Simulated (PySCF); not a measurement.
Gas-phase reaction: 4 Ga(CH3)3 ⇌ 4 GaH + H2 + 3 C4H10 (isobutane)

Energies from PySCF, thermal terms from the rigid-rotor harmonic-oscillator model, ideal gas at 1 bar. † marks an energy on the PBE0/def2-TZVP geometry and frequencies. MP2 freezes the core. All species are closed-shell singlets. Ga: all electrons, no relativistic terms. Methyl groups turn as free rotors in Ga(CH3)3. GaH: computed as isolated molecules; such fragments, hydroxides, amides, oligomers or adducts are transient or little studied in the gas. MP2 isn't extrapolated to the basis-set limit; its ΔH°(298 K) is 521.2 kJ in def2-SVP and 665.6 kJ in def2-TZVPP. The harmonic model lacks anharmonicity and excited electronic states, which grow with temperature; levels with a mode under 35 cm⁻¹ are left out. Internal rotation in C4H10 (isobutane) is treated as a harmonic vibration of one conformer, which makes the entropy rough.

| level | ΔE electronic, kJ | ΔH°(298 K), kJ | ΔS°(298 K), J/K | ΔG°(2500 K), kJ |
|---|---|---|---|---|
| M06-2X/def2-TZVP† | 556 | 550 | 383 | -387 |
| MP2/def2-TZVPP† | 671 | 666 | 383 | -272 |
| PBE0/def2-SVP† | 504 | 498 | 383 | -439 |
| r2SCAN/def2-TZVP† | 605 | 599 | 383 | -338 |
| LDA/def2-TZVP† | 625 | 619 | 383 | -318 |
ΔH° is lowest at PBE0/def2-SVP† and highest at MP2/def2-TZVPP†. No reference value is set beside these.
